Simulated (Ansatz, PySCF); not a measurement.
W(NH)(NMe)(OH)2 (CH6N2O2W), SMILES C[N]=[W](=[NH])([OH])[OH], multiplicity 1. Atoms are numbered in the order given.

```xyz
12

W     -0.0948    -0.0601     0.2054
N      0.8935    -1.4925     0.4263
H      1.5917    -2.1846     0.1758
N      0.1777     0.6294    -1.3766
C      0.6380     0.8202    -2.7016
H     -0.1965     0.7586    -3.4219
H      1.0998     1.8164    -2.8158
H      1.3919     0.0650    -2.9884
O     -1.9364    -0.5641     0.2901
H     -2.2138    -1.4142     0.6465
O      0.4254     1.2329     1.5106
H      0.6058     2.1535     1.2976
```

The structure is a stationary point at PBE0-D3(BJ)/def2-SVP. The spin state was assumed, not searched. The def2 effective core potentials stand for the cores of W; spin–orbit coupling is left out. One conformer was computed; it need not be the lowest.

Two levels are set side by side: PBE-D3(BJ)/def2-SVP (Ansatz, an electronic-structure program) and PBE0-D3(BJ)/def2-SVP (Ansatz). Each level has its own optimised geometry; the coordinates shown are those of the second. Frequencies come from the Hessian of PySCF at each geometry. Differences are taken from unrounded values.

| quantity | PBE0-D3(BJ) | PBE-D3(BJ) | PBE-D3(BJ) minus PBE0-D3(BJ) |
|---|---|---|---|
| mean bond length (Å) | 1.363 | 1.376 | 0.013 |
| bond W1–N2 (Å) | 1.754 | 1.773 | 0.019 |
| bond W1–N4 (Å) | 1.747 | 1.767 | 0.020 |
| bond W1–O9 (Å) | 1.911 | 1.929 | 0.018 |
| bond W1–O11 (Å) | 1.909 | 1.928 | 0.018 |
| bond N4–C5 (Å) | 1.416 | 1.422 | 0.006 |
| bond N2–H3 (Å) | 1.014 | 1.024 | 0.009 |
| bond C5–H6 (Å) | 1.104 | 1.113 | 0.009 |
| bond C5–H7 (Å) | 1.104 | 1.113 | 0.009 |
| bond C5–H8 (Å) | 1.105 | 1.114 | 0.009 |
| bond O9–H10 (Å) | 0.963 | 0.974 | 0.012 |
| bond O11–H12 (Å) | 0.962 | 0.974 | 0.012 |
| highest harmonic wavenumber (cm⁻¹) | 3930 | 3755 | -175 |
| mean harmonic wavenumber (cm⁻¹) | 1215 | 1170 | -46 |
| zero-point energy (kcal/mol) | 52.12 | 50.16 | -1.96 |

GGA bonds tend to be longer and softer than those of functionals with exact exchange. Differences between two approximate levels are no errors against the true value.
